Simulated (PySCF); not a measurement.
**Correlation energy of O⁺ (oxygen, charge +1)**

[He] 2s2 2p3, high-spin 4S determinant. Computed with PySCF 2.14 in aug-cc-pwCVDZ (5s4p2d, 27 functions), with the non-relativistic Hamiltonian (point nucleus). Frozen: 1s2; 5 electrons correlated.

```
  level  correlation energy (mhartree)
   CCSD                         -93.42
    (T)                          -0.84
CCSD(T)                         -94.26
  CCSDT                         -94.38
```

Diagnostics: T1 = 0.0045, D1 = 0.0073, largest double amplitude 0.029.

Problem. Is a single reference adequate?

Solution. Yes: T1 lies below 0.03 and no double amplitude reaches 0.07.
